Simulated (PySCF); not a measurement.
## Rotational lines of CsBe⁺

Lines J+1 ← J of the vibrational ground state, computed from RHF-CCSD(T) constants of CsBe⁺, ¹Σ⁺ (singlet), closed shell (PySCF, scalar-relativistic core potentials, basis sets Cs def2-SVPD with ECP46, Be def2-SVPD; masses 132.9054 and 9.0122 u), in MHz:

```json
{"J": "0", "ν (MHz)": "6840.0"}
{"J": "1", "ν (MHz)": "13679.3"}
{"J": "2", "ν (MHz)": "20517.3"}
{"J": "3", "ν (MHz)": "27353.3"}
{"J": "4", "ν (MHz)": "34186.7"}
```

(1) Find B0 and the effective bond length r0; with αe = 0.00334 cm⁻¹, find Re.

Correlated steps freeze no core orbitals. The bond is weak. Basis-set superposition, not corrected here, can be much of De in a small basis, most of all at correlated wavefunction levels. Spin–orbit coupling is left out. For an ion De counts to the pair picked by the measured ionisation energies or electron affinities, which need not be the lowest pair at this level.

Results:

(1) ν = 2B0(J+1) − 4D(J+1)³ gives B0 = 0.11408 cm⁻¹. With the reduced mass μred = 8.4399 u, r0 = √(16.8576/(μred·B0)) (u, cm⁻¹, Å) = 4.1843 Å. Be = B0 + αe/2 = 0.11575 cm⁻¹ gives Re = 4.154 Å.
